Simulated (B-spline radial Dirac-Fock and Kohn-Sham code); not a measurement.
These are calculated numbers from a radial finite-basis atomic code; the model is configuration-average Dirac-Fock orbitals.

Q: This computed X-ray form factor belongs to an atom or ion in its tabulated ground configuration. Which?

| sin θ/λ (Å⁻¹) | f₀ |
| --- | --- |
| 0.13 | 22.830 |
| 0.24 | 22.429 |
| 0.3 | 22.117 |
| 0.56 | 20.128 |
| 0.69 | 18.847 |
| 0.84 | 17.243 |
| 1.04 | 15.054 |
| 1.94 | 7.910 |
| 4.46 | 3.309 |

A: Te²⁹⁺, with 23 electrons in [Ar] 3d5. f₀ tends to the number of electrons as s goes to zero, which the first rows give only roughly, and the rate of fall reflects the nuclear charge, 52.

Q: This computed X-ray form factor belongs to an atom or ion in its tabulated ground configuration. Which?

```csv
sin θ/λ (Å⁻¹),f₀
0.1,15.650
0.35,9.322
0.45,8.040
0.5,7.591
1.1,3.927
1.2,3.459
1.6,2.190
2,1.613
5,0.598
```

A: Ar⁺, with 17 electrons in [Ne] 3s2 3p5. f₀ tends to the number of electrons as s goes to zero, which the first rows give only roughly, and the rate of fall reflects the nuclear charge, 18.

Q: This computed X-ray form factor belongs to an atom or ion in its tabulated ground configuration. Which?

| sin θ/λ (Å⁻¹) | f₀ |
| --- | --- |
| 0.1 | 67.346 |
| 0.3 | 57.072 |
| 0.35 | 53.989 |
| 0.8 | 32.604 |
| 1 | 26.687 |
| 1.4 | 19.196 |
| 1.8 | 15.483 |
| 2 | 14.234 |
| 6 | 4.041 |

A: Os⁷⁺, with 69 electrons in [Xe] 4f14 5d1. f₀ tends to the number of electrons as s goes to zero, which the first rows give only roughly, and the rate of fall reflects the nuclear charge, 76.

Q: This computed X-ray form factor belongs to an atom or ion in its tabulated ground configuration. Which?

```
sin θ/λ (Å⁻¹)      f₀
         0.08  61.532
         0.12  60.957
         0.19  59.444
         0.43  50.722
         0.52  46.749
          1.2  23.544
         2.23  13.506
         2.74  10.951
         6.26   4.070
```

A: Au¹⁷⁺, with 62 electrons in [Kr] 4d10 4f14 5s2. f₀ tends to the number of electrons as s goes to zero, which the first rows give only roughly, and the rate of fall reflects the nuclear charge, 79.

Q: This computed X-ray form factor belongs to an atom or ion in its tabulated ground configuration. Which?

| sin θ/λ (Å⁻¹) | f₀ |
| --- | --- |
| 0.1 | 8.995 |
| 0.15 | 8.989 |
| 0.2 | 8.981 |
| 0.3 | 8.958 |
| 0.35 | 8.943 |
| 0.7 | 8.773 |
| 1.4 | 8.138 |
| 1.8 | 7.637 |
| 6 | 2.488 |

A: Sm⁵³⁺, with 9 electrons in [He] 2s2 2p5. f₀ tends to the number of electrons as s goes to zero, which the first rows give only roughly, and the rate of fall reflects the nuclear charge, 62.
